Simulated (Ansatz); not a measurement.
Reaction (ligand exchange at a B–F bond): `FB[SiH3]` + `CNC` → `CN(C)B[SiH3]` + H–F

Isolated molecules relaxed with PBE0-D4/def2-TZVP in Ansatz; ΔE leaves out vibrations. CCSD(T)/CBS adds triple-zeta CCSD(T) − MP2 to the extrapolated MP2 energy (def2 sets, frozen cores). This one scheme is used for every species. DFT in def2-TZVPP. B3LYP here is the variant with VWN-RPA as its local correlation; programs differ in this. One conformer a species, not always the lowest.

```tsv
level	ΔE (kcal/mol)	difference from CCSD(T)/CBS
ωB97X-V	-4.8	3.5
B2PLYP	-4.9	3.4
PBE	-6.0	2.3
B3LYP	-2.8	5.5
HF/def2-TZVPP	2.6	10.9
MP2/def2-TZVPP	-9.2	-0.9
CCSD/def2-TZVPP	-6.1	2.2
CCSD(T)/def2-TZVPP	-7.6	0.7
HF/def2-QZVPP	2.7	11.0
MP2/def2-QZVPP	-9.6	-1.3
CCSD(T)/CBS	-8.3	0
```

Largest T1 diagnostic among the species: 0.014.

The D4 term adds −3.2 kcal/mol with B3LYP and −1.8 kcal/mol with PBE0; it sums over pairs of atoms, weighted by their polarisabilities, and B3LYP, whose exchange is more repulsive, gets the larger term. In def2-TZVPP, CCSD(T) changes the Hartree–Fock value by −10.2 kcal/mol (the triples alone add −1.5 kcal/mol) and MP2 by −11.8 kcal/mol.
